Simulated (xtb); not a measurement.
H2OSeZn, SMILES [Zn]([SeH])[OH]. All values are semi-empirical tight-binding results from xtb (GFN2-xTB unless named), good for trends rather than for accurate numbers. Coordinates come from a GFN2-xTB optimisation. Other conformers were not sampled.

For metal compounds this method's bond lengths and energies can be far off.

Task: Estimate the properties. (Estimate from the structure and the level; the computed values follow.)

Result: 
| Item | Value |
|---|---|
| point group as xtb finds it | Cs |
| orbital gap | 3.17 eV |
| zero-point energy | 11.6 kcal/mol |
| G − E(el) at 298.15 K (modified RRHO) | -7.6 kcal/mol |
